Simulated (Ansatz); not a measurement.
Born–Oppenheimer molecular dynamics of C4H5ClO2 (12 atoms, charge 0, multiplicity 1). It starts from a relaxed structure.

Level of theory: Ansatz, RKS PBE/STO-3G.

- ensemble: NVT, Nosé–Hoover chain
- time step: 1 fs
- steps asked: 187
- set temperature: 100 K
- thermostat: time constant 20 fs, chain length 1
- seed: 968199

Frames 2 fs apart, positions in Å.

Velocities at 130.0 fs (Å/ps):

```
C -1.12 4.42 0.62
C 2.10 -2.85 0.98
C -0.53 -1.02 -0.30
O 0.09 -2.00 -1.08
C 0.47 1.82 0.10
O -0.41 -1.01 0.81
Cl 0.22 0.31 -0.44
H -3.94 -2.45 6.05
H -3.36 8.45 -10.04
H -9.28 0.40 1.54
H 2.56 0.54 5.48
H 0.30 1.85 0.02
```

```xyz
12
Properties=species:S:1:pos:R:3 time_fs=130.0 energy_less_start_eV=0.097 T=39
C -0.191 -2.150 -0.108
C 0.551 -1.002 -0.274
C 0.081 0.336 0.059
O -1.244 0.637 0.682
C 0.734 1.598 -0.002
O 0.013 2.698 0.429
Cl 2.445 1.773 -0.557
H 0.206 -3.165 -0.340
H -1.231 -2.123 0.342
H 1.583 -1.030 -0.722
H -1.894 0.492 -0.104
H -0.885 2.006 0.681
12
Properties=species:S:1:pos:R:3 time_fs=132.0 energy_less_start_eV=0.065 T=61
C -0.194 -2.141 -0.106
C 0.554 -1.008 -0.273
C 0.081 0.336 0.059
O -1.243 0.633 0.680
C 0.734 1.600 -0.002
O 0.012 2.695 0.430
Cl 2.446 1.774 -0.558
H 0.196 -3.159 -0.328
H -1.219 -2.106 0.314
H 1.557 -1.029 -0.714
H -1.896 0.491 -0.098
H -0.875 2.016 0.679
12
Properties=species:S:1:pos:R:3 time_fs=134.0 energy_less_start_eV=0.073 T=55
C -0.196 -2.133 -0.105
C 0.554 -1.015 -0.270
C 0.084 0.340 0.058
O -1.241 0.629 0.679
C 0.733 1.598 -0.001
O 0.011 2.691 0.432
Cl 2.446 1.775 -0.559
H 0.184 -3.135 -0.319
H -1.197 -2.086 0.285
H 1.545 -1.033 -0.708
H -1.913 0.487 -0.105
H -0.855 2.030 0.676
12
Properties=species:S:1:pos:R:3 time_fs=136.0 energy_less_start_eV=0.072 T=54
C -0.196 -2.125 -0.103
C 0.550 -1.020 -0.266
C 0.088 0.345 0.057
O -1.240 0.625 0.677
C 0.732 1.593 -0.001
O 0.010 2.687 0.433
Cl 2.445 1.776 -0.559
H 0.179 -3.118 -0.318
H -1.208 -2.063 0.273
H 1.564 -1.041 -0.708
H -1.925 0.481 -0.108
H -0.843 2.040 0.677
12
Properties=species:S:1:pos:R:3 time_fs=138.0 energy_less_start_eV=0.068 T=58
C -0.196 -2.118 -0.102
C 0.546 -1.020 -0.262
C 0.093 0.352 0.055
O -1.238 0.621 0.674
C 0.731 1.586 0.000
O 0.011 2.684 0.433
Cl 2.445 1.777 -0.560
H 0.183 -3.122 -0.326
H -1.243 -2.041 0.275
H 1.585 -1.055 -0.703
H -1.922 0.476 -0.098
H -0.852 2.038 0.685
12
Properties=species:S:1:pos:R:3 time_fs=140.0 energy_less_start_eV=0.073 T=54
C -0.200 -2.114 -0.100
C 0.547 -1.014 -0.260
C 0.097 0.356 0.053
O -1.237 0.617 0.670
C 0.732 1.578 0.000
O 0.012 2.681 0.433
Cl 2.444 1.779 -0.560
H 0.187 -3.131 -0.339
H -1.260 -2.024 0.275
H 1.581 -1.070 -0.681
H -1.911 0.468 -0.088
H -0.873 2.027 0.697
12
Properties=species:S:1:pos:R:3 time_fs=142.0 energy_less_start_eV=0.057 T=67
C -0.208 -2.114 -0.097
C 0.549 -1.004 -0.259
C 0.100 0.357 0.051
O -1.234 0.614 0.668
C 0.734 1.572 0.000
O 0.014 2.678 0.434
Cl 2.442 1.780 -0.561
H 0.182 -3.123 -0.348
H -1.244 -2.019 0.268
H 1.564 -1.084 -0.650
H -1.908 0.456 -0.095
H -0.884 2.016 0.704
12
Properties=species:S:1:pos:R:3 time_fs=144.0 energy_less_start_eV=0.068 T=62
C -0.217 -2.114 -0.094
C 0.551 -0.993 -0.257
C 0.102 0.354 0.049
O -1.231 0.612 0.667
C 0.737 1.571 0.000
O 0.015 2.673 0.434
Cl 2.441 1.782 -0.561
H 0.168 -3.101 -0.353
H -1.227 -2.024 0.264
H 1.568 -1.095 -0.624
H -1.907 0.440 -0.114
H -0.875 2.010 0.701
12
Properties=species:S:1:pos:R:3 time_fs=146.0 energy_less_start_eV=0.056 T=72
C -0.223 -2.112 -0.092
C 0.549 -0.984 -0.254
C 0.102 0.348 0.046
O -1.228 0.609 0.665
C 0.742 1.573 0.001
O 0.017 2.667 0.434
Cl 2.439 1.784 -0.561
H 0.154 -3.091 -0.359
H -1.244 -2.034 0.275
H 1.597 -1.100 -0.607
H -1.896 0.428 -0.124
H -0.851 2.009 0.690
12
Properties=species:S:1:pos:R:3 time_fs=148.0 energy_less_start_eV=0.077 T=59
C -0.226 -2.106 -0.092
C 0.546 -0.980 -0.250
C 0.101 0.342 0.045
O -1.226 0.606 0.662
C 0.747 1.577 0.002
O 0.018 2.662 0.434
Cl 2.437 1.786 -0.561
H 0.148 -3.103 -0.366
H -1.279 -2.048 0.291
H 1.618 -1.096 -0.592
H -1.874 0.419 -0.120
H -0.832 2.007 0.677
12
Properties=species:S:1:pos:R:3 time_fs=150.0 energy_less_start_eV=0.089 T=53
C -0.231 -2.097 -0.091
C 0.545 -0.983 -0.248
C 0.101 0.339 0.044
O -1.223 0.603 0.659
C 0.753 1.581 0.002
O 0.021 2.657 0.434
Cl 2.435 1.788 -0.561
H 0.143 -3.115 -0.370
H -1.289 -2.064 0.298
H 1.607 -1.081 -0.572
H -1.858 0.412 -0.120
H -0.834 1.998 0.668
12
Properties=species:S:1:pos:R:3 time_fs=152.0 energy_less_start_eV=0.073 T=67
C -0.237 -2.091 -0.091
C 0.545 -0.991 -0.245
C 0.101 0.340 0.045
O -1.219 0.600 0.656
C 0.758 1.582 0.003
O 0.025 2.654 0.434
Cl 2.433 1.791 -0.562
H 0.133 -3.103 -0.364
H -1.266 -2.074 0.293
H 1.583 -1.062 -0.555
H -1.861 0.402 -0.132
H -0.856 1.984 0.664
```

Of the whole run (187 fs, mean temperature of the second half 84 K): The conserved energy stayed within 1.2 meV per atom of its start (net change 0.54 meV per atom), so the integration is sound. The mean temperature of the second half is 16 % below the set value. A run of 0.19 ps of so small a system gives no equilibrium averages. Limits of this set-up: minimal basis.

The run took 10 min on 1 thread of Intel(R) Xeon(R) Platinum 8488C (Sapphire Rapids), with other jobs on the host, peak memory 0.12 GiB.
